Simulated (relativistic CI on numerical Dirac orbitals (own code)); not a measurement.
## Racah parameters of the free ion V2+ from its measured terms

Problem. The configuration 3p6 3d3 of V2+ has the measured levels 4F: 0.0 (J = 3/2), 145.5 (J = 5/2), 341.5 (J = 7/2), 583.8 (J = 9/2); 4P: 11513.8 (J = 1/2), 11591.8 (J = 3/2), 11769.7 (J = 5/2); 2G: 11966.3 (J = 7/2), 12187.0 (J = 9/2) cm⁻¹ (Sugar and Corliss, J. Phys. Chem. Ref. Data 7, 1191 (1978)). Find B and C, and predict the term 2H.

Working.
1. Centres of gravity, weighted by 2J + 1: 4F 337.2, 4P 11667.8, 2G 12088.9 cm⁻¹.
2. 4P − 4F = 15B gives B = 11330.5/15 = 755 cm⁻¹.
3. 2G − 4F = 4B + 3C gives C = (11751.7 − 3021.5)/3 = 2910 cm⁻¹, and C/B = 3.85.
4. 2H − 4F = 9B + 3C = 15528 cm⁻¹.

Check. The measured centre of 2H lies 16565 cm⁻¹ above that of 4F, so the two-parameter theory misses by -1036 cm⁻¹; fits add the Trees term αL(L + 1) for such residues. The calculated radial integrals (Dirac-KLI orbitals, unscaled: F² = 71923, F⁴ = 44703 cm⁻¹) give B = F²/49 − 5F⁴/441 = 961 and C = 35F⁴/441 = 3548 cm⁻¹, so the measured B is 79 % and C 82 % of them. A complex lowers B further; the nephelauxetic ratio is taken against the free-ion value found here.
